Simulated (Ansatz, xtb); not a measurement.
**Ranking isomers of C4H9BO**

3 gas-phase structures of C4H9BO, from a drawn sample of its isomers (lower ones may exist). Each was relaxed with GFN2-xTB:

A. `B[C@@H]1C[C@H]1OC`, a singlet
B. `BC1(OC)CC1`, a singlet
C. `B[C@@H]1C[C@@H]1OC`, a singlet

**Question.** Estimate their order in r2SCAN-D4/def2-SVP energy at these geometries, lowest first.

**Answer.** Calculated order at r2SCAN-D4/def2-SVP: A (0.0), C (0.2), B (1.9) kcal/mol. Less than 1 kcal/mol parts A and C, so the order within that pair means little.

Energies above the lowest of each column, in kcal/mol; the last columns are at PBE-D3(BJ)/def2-SVP geometries:

| structure | GFN2-xTB | HF/STO-3G | r2SCAN-D4/def2-SVP | PBE-D3(BJ)/def2-SVP | CCSD(T)/def2-SVP + ΔMP2/def2-TZVPP |
| --- | --- | --- | --- | --- | --- |
| A | 0.0 | 0.0 | 0.0 | 0.0 | 0.0 |
| C | 0.0 | 1.4 | 0.2 | 0.2 | 0.3 |
| B | 1.5 | 1.6 | 1.9 | 2.4 | 1.4 |

Every level run on A puts it lowest or level with the lowest. Flexible structures stand in one conformer each, not always the lowest. ΔMP2 is the change of the MP2 energy from the smaller to the larger basis.

Programs: Ansatz 0.2.0, xtb 6.7.1.
